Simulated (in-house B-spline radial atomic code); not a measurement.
Tc⁺. Computed with a B-spline radial atomic code. Model: non-relativistic spherical atom: semilocal Troullier-Martins pseudo-atom, one channel per l, against all electrons, high spin, G0W0 and RPA with empty states to l = 8, local potential for every l without a channel, a model core (radius 0 = none) keeps its share of the functional.

Without relativity these are model numbers for so heavy an element.

What the tables leave out is listed at the end.

The pseudopotential gives back the lowest level of each angular momentum of its own functional in the configuration it was made in; a second state of the same l is only approximately right. Exact exchange, RPA and GW see the smooth pseudo-orbitals and miss the exchange with the core, for which the functional's share stands in. The column with an uncorrelated core keeps all orbitals and exact exchange, and so separates missing core correlation from pseudisation. Only the three outermost levels and the lowest empty one were computed. RPA here is direct RPA, with no exchange kernel, and its energies carry an (l + 1/2)⁻⁴ tail. A hybrid on a potential with a model core restores only its own semilocal share of the core's exchange.

Command:
```bash
python run_psgw.py task.json out
```
Settings (lengths in bohr, energies in hartree):
```
Z                      43
electrons              42
configuration          [Kr] 4d5 5s1
generated_in           [Kr] 4d5 5s2
functional             pbe,pbe
core_shells            7
radius_factor          0.8
core_correction        True
ion_configuration      [Kr] 4d5
```

Time taken, with all properties: 79 s on 1 thread of Arm Neoverse N1, on a shared host.

Given: made with PBE; model core radius 0.742 bohr; local radius 1.04 bohr; mean-field start PBE.

Valence shells of the generating configuration: 4p, 4d, 5s.

Channel: s 2.267, p 0.824, d 0.999 (radii in bohr).

Computed: largest level miss in the spin-unpolarised generating configuration 0.002 eV; valence RPA correlation energy all-electron orbitals -0.63092 hartree; valence RPA correlation energy pseudo -0.79583 hartree; pseudo-atom RPA polarisability 28.015 bohr³; ionisation by mean-field pseudo minus all 0.064 eV; ionisation by RPA all-electron 15.265 eV; ionisation by RPA pseudo minus all 1.231 eV.

| level | occupied | mean-field all-electron (eV) | mean-field pseudo minus all (eV) | G0W0 all-electron (eV) | G0W0 uncorrelated core minus all (eV) | G0W0 pseudo minus all (eV) | exchange self-energy all-electron (eV) | exchange self-energy pseudo (eV) |
| --- | --- | --- | --- | --- | --- | --- | --- | --- |
| 5s up | 1 | -11.676 | -0.038 | -15.321 | 0.013 | -1.031 | -11.895 | -12.535 |
| 4d down (empty) | 0 | -11.884 | 0.05 | -7.8589 | 0.203 | 0.154 | -10.628 | -5.9147 |

Q: What is the ionisation by mean-field all-electron?

A: 15.029 eV.

Q: What is the all-electron RPA polarisability, core included?

A: 28.242 bohr³.

Given: mean-field start PBE0.

Computed: valence RPA correlation energy all-electron orbitals -0.59254 hartree; all-electron RPA polarisability, core included 24.718 bohr³; pseudo-atom RPA polarisability 22.3 bohr³; ionisation by mean-field pseudo minus all 0.584 eV; ionisation by RPA all-electron 15.122 eV; ionisation by RPA pseudo minus all 1.395 eV.

```tsv
level	occupied	mean-field all-electron (eV)	mean-field pseudo minus all (eV)	G0W0 all-electron (eV)	G0W0 uncorrelated core minus all (eV)	G0W0 pseudo minus all (eV)	exchange self-energy all-electron (eV)	exchange self-energy pseudo (eV)
5s up	1	-12.323	-0.491	-15.227	0.015	-1.274	-11.742	-13.228
4d up	1	-17.485	0.253	-21.345	0.102	0.509	-29.916	-25.299
4p down	?	?	?	?	?	?	?	?
4d down (empty)	0	-9.9951	0.275	-7.3069	0.206	0.356	-10.018	-5.6357
```

Q: What belongs in the row 4p down?

A: occupied: 1; mean-field all-electron (eV): -51.962; mean-field pseudo minus all (eV): 1.525; G0W0 all-electron (eV): -56.068; G0W0 uncorrelated core minus all (eV): -0.304; G0W0 pseudo minus all (eV): 2.443; exchange self-energy all-electron (eV): -36.939; exchange self-energy pseudo (eV): -24.895.

Q: What is the valence RPA correlation energy pseudo?

A: -0.74812 hartree.

Q: What is the ionisation by mean-field all-electron?

A: 14.757 eV.

Among the listed levels the largest G0W0 shift of the pseudo-atom is +2.44 eV, for 4p down on the PBE0 start, while leaving the core uncorrelated moves that level by -0.30 eV. So pseudisation and the lost core exchange, not the missing core correlation, make the error. Not in the tables (levels of low weight, unsolved or above zero; the highest and the empty levels are kept at any weight): on PBE the G0W0 levels 4d up (pseudo minus all +0.29 eV, weights 0.77 and 0.41), 4p down (pseudo minus all +1.50 eV, weights 0.78 and 0.70); no Hartree-Fock pseudo-atom is run with a model core.
